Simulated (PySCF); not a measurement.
Species: C₄H₇F₃O.
InChI=1S/C4H7F3O/c1-2-8-4(6,7)3-5/h2-3H2,1H3

Torsions of this conformer, `[CH3:1][CH2:2][O:3][C:4]([F:5])([F:6])[CH2:7][F:8]`: C1–C2–O3–C4 180°, C2–O3–C4–F5 -58°, O3–C4–C7–F8 180°.

The closed-shell ground state was solved at several levels (PySCF, density fitting, gas phase, non-relativistic). One conformer (not necessarily the lowest) at the GFN2-xTB geometry, without solvent, vibrations or thermal averaging.

```tsv
level	basis functions	HOMO (eV)	LUMO (eV)	gap (eV)	dipole (D)
PBE0/pcSseg-1	171	-9.08	1.47	10.55	3.14
B3LYP/pcJ-1	286	-8.82	1.15	9.97	3.12
```

Question: What might B3LYP/def2-SVPD (228 basis functions) give for the same quantities?

Answer: HOMO -8.93 eV, LUMO 0.28 eV, gap 9.21 eV, dipole 3.19 D.

Question: Over all these levels, which gives the widest orbital gap and which the narrowest?

Answer: PBE0/pcSseg-1 (global hybrid, 25 % exact exchange) has the widest, 10.55 eV, and B3LYP/def2-SVPD (global hybrid, 20 % exact exchange) the narrowest, 9.21 eV. Functional and basis both differ between the two, so the spread mixes both effects.

Question: How far do the dipole and the HOMO energy spread over the levels?

Answer: The dipole runs from 3.12 to 3.19 D (mean 3.15 D) and the HOMO from -9.08 to -8.82 eV.
